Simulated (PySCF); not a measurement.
Task: Give a PBE0-D3(BJ)/def2-SVP geometry of `CC(CC)(C)[BH2-][NH3+]`.

Result: 
```
atom  x, y, z in Å
C1     1.5744    1.6261    0.6234
C2     1.1350    0.7283   -0.5248
C3     0.2189   -0.4601   -0.1666
C4    -0.0773   -1.2171   -1.4657
C5     0.9434   -1.4123    0.7869
B6    -1.1699   -0.0114    0.5594
N7    -1.9160    1.0920   -0.3879
H8     2.1801    1.0728    1.3565
H9     0.7160    2.0404    1.1745
H10    2.1869    2.4662    0.2604
H11    0.6389    1.3508   -1.2980
H12    2.0361    0.3395   -1.0375
H13   -0.5832   -0.5825   -2.2188
H14   -0.7258   -2.0877   -1.2814
H15    0.8468   -1.5804   -1.9511
H16    0.3256   -2.3014    0.9901
H17    1.9043   -1.7617    0.3655
H18    1.1516   -0.9391    1.7585
H19   -1.0237    0.5580    1.6370
H20   -1.9724   -0.9381    0.6465
H21   -2.8181    1.3556    0.0065
H22   -2.0756    0.7198   -1.3258
H23   -1.3511    1.9374   -0.4840
```

Orientation and origin are arbitrary. Atoms count from 1 in this order. The 4 C–C bonds span 1.522 Å (C1–C2, drawn single) to 1.543 Å (C2–C3, drawn single), a spread of 0.021 Å. Of the pairs four or more bonds apart, H13···H22 is among the closest relative to their van der Waals radii: 2.17 Å, 91 % of the sum of Bondi's values. B6 (four-coordinate boron) is distorted tetrahedral (angles from 104.5° to 114.7°). N7 (nitrogen bonded to B and 3 H) is tetrahedral (angles from 107.6° to 111.2°).

Bonds between heavy atoms (Å): C1–C2 1.522, C2–C3 1.543, C3–C4 1.533, C3–C5 1.530, C3–B6 1.630, B6–N7 1.635.

Level of theory: PySCF 2.14.0, PBE0-D3(BJ)/def2-SVP geometry optimisation, gas phase.

Point group: C1 (no symmetry element, even within 0.4 Å). No PBE0-D3(BJ)/def2-SVP frequencies stand behind this structure, so it isn't proved a minimum. The numbers are those of one conformer (C1–C2–C3–C4 180°, C2–C3–B6–N7 54°).
